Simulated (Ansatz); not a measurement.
Input and output for C2H5NSi, SMILES `C1=NC[SiH2]1`.

```yaml
crystal:
  periodic: [false, false, false]
  atoms:
    - {symbol: C, position_ang: [-0.741619, 0.493219, -0.974156]}
    - {symbol: N, position_ang: [0.511846, 0.755029, -1.053404]}
    - {symbol: C, position_ang: [1.112592, 0.092896, 0.136372]}
    - {symbol: Si, position_ang: [-0.625264, -0.504171, 0.607085]}
    - {symbol: H, position_ang: [-1.436960, 0.860072, -1.728188]}
    - {symbol: H, position_ang: [1.856541, -0.647564, -0.164886]}
    - {symbol: H, position_ang: [1.605894, 0.824253, 0.780044]}
    - {symbol: H, position_ang: [-0.926979, -1.962076, 0.544078]}
    - {symbol: H, position_ang: [-1.267452, 0.041943, 1.835858]}
basis:
  gaussian: {orbitals: def2-TZVPD}
magnetization: {spin_polarized: true, initial_magnetization: 2}
hamiltonian: {xc: {name: revPBE0}, dispersion: d4}
output: {forces: true}
```

```sh
$ ansatz run in.yaml --threads 2 --pin off --events-out ev --progress --plain --max-ram 4352MiB
```

It prints (some lines left out):

```
Functional definition: revPBE0
1078 factors; their error is unknown
mean field evaluation 1: about -11509.6718 eV, gradient 3.8e1 eV
mean field evaluation 2: about -11490.5676 eV, gradient 6.5e1 eV
mean field evaluation 4: about -11516.4871 eV, gradient 6.0e0 eV
mean field evaluation 8: about -11516.6591 eV, gradient 3.0e-1 eV
mean field evaluation 16: about -11516.6606 eV, gradient 3.5e-4 eV
mean field -11516.66063977 eV, -423.2294722386 hartree, gradient 4.1e-5 eV, S^2 2.009412; 2 other end points of the search recorded, 0 dependent functions left out
reference -11516.66068927 eV, -423.2294740576 hartree; 20, 18 occupied and 179, 181 virtual orbitals, 1078 factors
Total energy: -11517.09173565 eV, -423.2453147199 hartree
Atom 0 at    -0.741619     0.493219    -0.974156 Å, force    -4.946075     0.091841    -1.438520 eV/Å
Atom 1 at     0.511846     0.755029    -1.053404 Å, force     3.111573    -0.937301     2.271522 eV/Å
Atom 2 at     1.112592     0.092896     0.136372 Å, force     2.097386     0.584955    -0.354154 eV/Å
Atom 3 at    -0.625264    -0.504171     0.607085 Å, force    -0.184715     0.731400    -1.195661 eV/Å
Atom 4 at    -1.436960     0.860072    -1.728188 Å, force    -0.309169    -0.273062     0.346204 eV/Å
Atom 5 at     1.856541    -0.647564    -0.164886 Å, force    -0.018385    -0.152626     0.126386 eV/Å
Atom 6 at     1.605894     0.824253     0.780044 Å, force    -0.033380    -0.058623     0.188590 eV/Å
Atom 7 at    -0.926979    -1.962076     0.544078 Å, force     0.152499    -0.061625    -0.014012 eV/Å
Atom 8 at    -1.267452     0.041943     1.835858 Å, force     0.130266     0.075041     0.069644 eV/Å
Dipole moment:     0.106347    -0.136222     0.240579 e Å
```

Run time 9.5 s (2 threads of an Arm Neoverse V1 on a shared host); peak host memory 0.51 GiB.
